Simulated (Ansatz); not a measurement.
One change: `[F][SbH][SeH]` becomes `[F][SbH][AlH2]`.

Ansatz, PBE0-D4/def2-TZVP geometries, multiplicity 1. Each molecule was computed in one conformer, which needn't be the lowest.

Elements past krypton have def2 core potentials. Scalar relativity is left out up to krypton.

```
                                      property  `[F][SbH][SeH]`
             HOMO energy (PBE/def2-TZVPP) / eV            -6.30
           HOMO–LUMO gap (PBE/def2-TZVPP) / eV             4.07
             LUMO energy (PBE/def2-TZVPP) / eV            -2.23
size of the dipole moment (PBE/def2-TZVPP) / D             2.09
         LUMO energy (ωB97M-V/def2-TZVPP) / eV             0.30
            LUMO energy (PBE0/def2-TZVPP) / eV            -1.47
```

Q: What does the change do to each property? (Estimate.)

A: Computed: 
```tsv
property	`[F][SbH][AlH2]`	shift
HOMO energy (PBE/def2-TZVPP) / eV	-5.89	0.41
HOMO–LUMO gap (PBE/def2-TZVPP) / eV	3.07	-1.00
LUMO energy (PBE/def2-TZVPP) / eV	-2.81	-0.58
size of the dipole moment (PBE/def2-TZVPP) / D	2.22	0.13
LUMO energy (ωB97M-V/def2-TZVPP) / eV	-0.43	-0.73
LUMO energy (PBE0/def2-TZVPP) / eV	-2.08	-0.61
```

With PBE0 the HOMO rises by 0.55 eV and the LUMO falls by 0.61 eV, so the gap narrows by about 1.16 eV. PBE moves the HOMO by 0.41 eV and ωB97M-V by 0.75 eV. The zero-point energy changes by 12.1 kJ/mol with +3 modes. Dipoles are sizes alone; their direction can turn.

Spin–orbit coupling is left out; it splits and shifts lone-pair levels of the heavy atoms by tenths of an eV.
